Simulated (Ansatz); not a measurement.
The cluster Mg₂S₃. The state is a singlet with charge 0. Geometry PBE0-D4/def2-SVP.

Cartesian coordinates in Å:
```
Mg -0.3864 -1.2325 0.4650
Mg 0.3433 1.3141 0.2000
S -0.9690 0.1159 -1.5532
S -0.1455 0.2739 2.2309
S 1.1576 -0.4714 -1.3427
```

The structure comes from a short search, and lower isomers may exist.

Estimate the orbital energies around the gap (eV) in Ansatz with PBE-D4/def2-TZVP, r2SCAN-D4/def2-TZVP, PBE0-D4/def2-SVP, BHLYP-D4/def2-TZVP, ωB97M-V/def2-TZVP.


```
orbital  PBE-D4/def2-TZVP  r2SCAN-D4/def2-TZVP  PBE0-D4/def2-SVP  BHLYP-D4/def2-TZVP  ωB97M-V/def2-TZVP
 HOMO−9            -15.25               -15.84            -17.35              -19.25             -19.92
 HOMO−8            -14.81               -15.45            -16.88              -18.69             -19.47
 HOMO−7             -8.62                -8.93            -10.02              -11.05             -12.25
 HOMO−6             -8.25                -8.54             -9.59              -10.58             -11.75
 HOMO−5             -8.18                -8.50             -9.49              -10.27             -11.39
 HOMO−4             -6.30                -6.45             -7.35               -8.15              -9.29
 HOMO−3             -5.99                -6.14             -7.06               -7.99              -9.14
 HOMO−2             -5.83                -6.05             -7.03               -7.96              -9.06
 HOMO−1             -5.43                -5.68             -6.60               -7.48              -8.60
   HOMO             -4.86                -5.02             -5.88               -6.82              -7.93
   LUMO             -3.39                -3.00             -2.79               -2.20              -1.40
 LUMO+1             -2.63                -2.20             -1.94               -1.40              -0.62
 LUMO+2             -2.27                -2.13             -1.25               -0.27               0.70
 LUMO+3             -0.11                 0.28              0.63                1.15               1.75
 LUMO+4             -0.08                 0.35              0.64                1.15               1.82
 LUMO+5             -0.08                 0.36              0.73                1.23               1.86
```
